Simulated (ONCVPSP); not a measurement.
## What one change does to a pseudopotential (Cd, ONCV)

* Element: Cd
* Generator: ONCVPSP 4.0.1
* Type: optimised norm-conserving Vanderbilt (ONCV)
* Functional: PBE
* Relativity: scalar-relativistic
* Frozen core: [Ar] 3d10
* Valence charge: 20
* Reference configuration: 4s2 4p6 4d10 5s2
* Partial waves: 4s+5s: rc 1.45 bohr, ncon 3, nbas 6, qcut 9.7 1/bohr, 2 projectors; 4p: rc 1.40 bohr, ncon 4, nbas 9, qcut 10 1/bohr, 1 projector; 4d: rc 1.50 bohr, ncon 4, nbas 9, qcut 12.7 1/bohr, 3 projectors, debl 2.2 Ha
* Local potential: polynomial inside 1.10 bohr (lpopt 4, dvloc0 4 Ha)
* Core correction: none

Change: all radii scaled by about 0.87 (s 1.26, p 1.22, d 1.30 bohr); local potential polynomial inside 0.96 bohr (lpopt 4, dvloc0 4 Ha).

Cutoffs: the cutoffs (Ha) at which the residual kinetic energy of the hardest occupied pseudo-wave falls to 1 and 0.1 mHa per electron; they do not see the model core or the augmentation charge, which bear on the density cutoff. Errors are all-electron minus pseudo energies relative to the spin-unpolarised reference configuration.

**Question.** Predict the effect on cutoff, ghosts and configuration errors.

**Answer.** The potential gets neither clearly harder nor softer (41 Ha and 49 Ha → 40 Ha and 50 Ha); the d channel sets the loose cutoff, while the largest relative change is in p, which becomes harder; of the 4 tests that both files solve, the error grows in 0 and shrinks in 1 by more than 15 % and 0.3 meV (median size 7.0 → 6.7 meV); neither file shows a bound ghost.

```tsv
quantity	base	changed
cutoff, loose	41 Ha	40 Ha
cutoff, tight	49 Ha	50 Ha
loose cutoff by channel	s 32 Ha, p 28 Ha, d 41 Ha	s 35 Ha, p 38 Ha, d 40 Ha
bound ghosts	none	none
GHOST(+) flags under 300 eV	none	none
error for 4s2 4p6 4d10 5s1, meV [ΔE 9.27 eV]	-1.6	-1.4
error for 4s2 4p6 4d10 5s0, meV [ΔE 26.40 eV]	-5.0	-4.5
error for 4s2 4p6 4d9 5s0, meV [ΔE 64.41 eV]	-8.9	-8.8
error for 4s2 4p5 4d10 5s2, meV [ΔE 74.20 eV]	-65	-52
```
